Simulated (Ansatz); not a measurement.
C2H7NO2Si can be A, `CC(=N)O[SiH2]O`, or B, `OCN1CO[SiH2]1`.

Program: Ansatz. Geometries: PBE0-D4/def2-TZVP. ΔE: electronic, gas phase. CBS: MP2 limit from def2 TZ/QZ plus the TZ coupled-cluster correction, frozen cores. Functionals use def2-TZVPP. B3LYP here is the variant with VWN-RPA as its local correlation; programs differ in this. Each species was taken in one conformer, which may not be the lowest.

(1) Which isomer does CCSD(T)/CBS put lower? Give the gap. (Best estimate.)

(2) Give E(B) − E(A) in kcal/mol with PBE-D4, ωB97M-V, B2PLYP, MP2/def2-TZVPP, r2SCAN-D4, B3LYP, PBE0-D4. (Best estimate.)

Largest T1 diagnostic: 0.013.

## Answers

(1) Computed: A, by 53.3 kcal/mol.

(2) Computed: PBE-D4 51.2, ωB97M-V 52.9, B2PLYP 54.7, MP2/def2-TZVPP 53.5, r2SCAN-D4 54.6, B3LYP 54.6, PBE0-D4 50.0. None reverses the order clearly.

In def2-TZVPP, CCSD(T) changes the Hartree–Fock value by −1.8 kcal/mol (the triples alone add +0.6 kcal/mol) and MP2 by −1.6 kcal/mol. From PBE to PBE0 (25 % exact exchange), in def2-TZVPP and without D4, E(B) − E(A) moves by −1.3 kcal/mol.
